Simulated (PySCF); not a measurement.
**Vibration and rotation of CrSe**

ROHF-SCS-MP2 constants of CrSe, quintet, unpaired electrons σ ↑, π ↑, δ ↑↑ (PySCF, no relativity, basis sets Cr def2-TZVPP, Se def2-TZVPP; masses 51.9405 and 79.9165 u):

```
ωe              : 377.3 cm⁻¹
ωexe            : 0.975 cm⁻¹
Be              : 0.11204 cm⁻¹
αe              : 0.000403 cm⁻¹
D (centrifugal) : 3.95e-08 cm⁻¹
```

Problem. Give the vibrational terms G(v) and spacings up to v = 6.

Solution. G(v) = ωe(v+½) − ωexe(v+½)².

```tsv
v	G(v) (cm⁻¹)	G(v) − G(v−1)	Bv (cm⁻¹)
0	188.4		0.1118
1	563.8	375.4	0.1114
2	937.2	373.4	0.1110
3	1308.6	371.5	0.1106
4	1678.1	369.5	0.1102
5	2045.7	367.5	0.1098
6	2411.3	365.6	0.1094
```

Correlated steps freeze 14 core orbitals. Spin–orbit coupling is left out. The state is the lowest single determinant that the PBE0 search found; with open d or f shells the true ground state can be another one.
